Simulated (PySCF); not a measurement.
Stepwise substitution at one centre (In CH3-OH). Gas-phase values, no solvent. One relaxed conformer stands for each flexible species; it need not be the lowest. Strings in code marks are SMILES.

The HOMO–LUMO gap from two functionals at the same geometries (B3LYP-D3(BJ)/def2-TZVP), both in PySCF: PBE-D3(BJ)/def2-TZVP and B3LYP-D3(BJ)/def2-TZVP. B3LYP has the VWN-RPA correlation part, as in Gaussian. 

```tsv
species	PBE-D3(BJ)/def2-TZVP (eV)
0 of 3 CH3 replaced by OH (`[CH3][In]([CH3])[CH3]`)	4.22
1 of 3 CH3 replaced by OH	4.73
2 of 3 CH3 replaced by OH (`[CH3][In]([OH])[OH]` (O–In–O–H torsion 180°, O–In–O–H torsion -180°))	4.42
3 of 3 CH3 replaced by OH	4.04
```

**Question.** What does B3LYP-D3(BJ)/def2-TZVP give for each?

**Answer.** 
- 0 of 3 CH3 replaced by OH (`[CH3][In]([CH3])[CH3]`): 5.57
- 1 of 3 CH3 replaced by OH: 6.16
- 2 of 3 CH3 replaced by OH (`[CH3][In]([OH])[OH]` (O–In–O–H torsion 180°, O–In–O–H torsion -180°)): 6.29
- 3 of 3 CH3 replaced by OH: 6.03
Over these rows, drawn at random from the members with no instability flagged (it was tested for open shells, ions and some series alone), PBE minus B3LYP-D3(BJ): mean -1.66 eV, from -1.99 eV to -1.35 eV.
